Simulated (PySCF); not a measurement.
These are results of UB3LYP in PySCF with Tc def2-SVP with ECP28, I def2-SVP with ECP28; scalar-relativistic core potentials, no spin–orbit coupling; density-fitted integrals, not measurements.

```xyz
3
charge 0 multiplicity 6, angstrom
Tc    0.0000    0.0000    0.0000
I     0.0000    0.0000    2.6468
I     0.0000    0.0000   -2.6468
```

TcI2 (sextet), along the line from Tc1 (at 0) through I2 (at 2.647 Å). Core electrons replaced by a potential are absent, the electrostatic potential uses the reduced nuclear charge, and values within about 0.7 Å of such atoms have no physical meaning.

Task: Tabulate the fields along this line at -0.79, 0.79, 0.93, 1.06, 1.19, 1.32, 1.46, 1.59, 1.72, 1.85, 3.44, 3.57, 3.71, 3.84, 3.97, 4.10, 4.23 Å.

Result: 
```csv
distance (Å),electron density (e/Å³),spin density (e/Å³),electron localisation function,electrostatic potential (V)
-0.79,1.74,0.445,0.51,35.5
0.79,1.74,0.445,0.51,35.5
0.93,0.9,0.225,0.292,22.3
1.06,0.562,0.107,0.203,15.2
1.19,0.457,0.0472,0.265,11.6
1.32,0.469,0.0161,0.472,10.5
1.46,0.55,-0.00137,0.636,12
1.59,0.69,-0.0122,0.609,16.5
1.72,0.915,-0.0182,0.403,25.3
1.85,1.41,-0.0183,0.229,40.7
3.44,1.41,-0.00732,0.273,39.7
3.57,0.843,-0.00782,0.451,24
3.71,0.553,-0.00663,0.653,14.6
3.84,0.362,-0.00495,0.746,8.99
3.97,0.232,-0.00343,0.765,5.55
4.10,0.146,-0.00229,0.735,3.44
4.23,0.0904,-0.00151,0.661,2.14
```

On a grid of 0.13 Å the density has a local minimum along the bond near 1.19 Å from Tc, at 0.46 e/Å³, where the ELF is 0.27.

Other spin states or occupations of the open shell can lie lower. No spin–orbit coupling is included, which matters more the heavier the element.
